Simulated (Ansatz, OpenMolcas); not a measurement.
**C3H8Si (SMILES CC(C)[SiH]): the vertical ionisation energy from total energies**

C3H8Si has 12 atoms, charge 0, and is taken as a singlet. As SMILES, `CC(C)[SiH]`. The coordinates come from a PBE0-D4/def2-TZVP relaxation. This is one conformer, not always the lowest.

Both states at this one shape; open shells run unrestricted unless said. 1 Eh = 27.2114 eV.

| level | program | singlet C3H8Si (Eh) | doublet C3H8Si+ (Eh) |
| --- | --- | --- | --- |
| TPSS/6-31G* (spherical functions) | OpenMolcas | -408.581787 | -408.287293 |
| PBE0/6-31G* (spherical functions) | Ansatz | -408.263681 | -407.965787 |
| B2PLYP/6-31G* (spherical functions), 8 core orbitals frozen | Ansatz | -408.237426 | -407.942319 |
| CCSD(T)/6-31G* (spherical functions), 8 core orbitals frozen | Ansatz | -407.637619 | -407.346270 |

Problem. Work out the vertical ionisation energy at each level.

Solution. 
1. TPSS/6-31G* (spherical functions): -408.287293 − (-408.581787) = 0.294494 Eh = 8.01 eV.
2. PBE0/6-31G* (spherical functions): -407.965787 − (-408.263681) = 0.297894 Eh = 8.11 eV.
3. B2PLYP/6-31G* (spherical functions): -407.942319 − (-408.237426) = 0.295107 Eh = 8.03 eV.
4. CCSD(T)/6-31G* (spherical functions): -407.346270 − (-407.637619) = 0.291349 Eh = 7.93 eV.

No measured value is set beside it here; the levels span 7.93 to 8.11 eV.
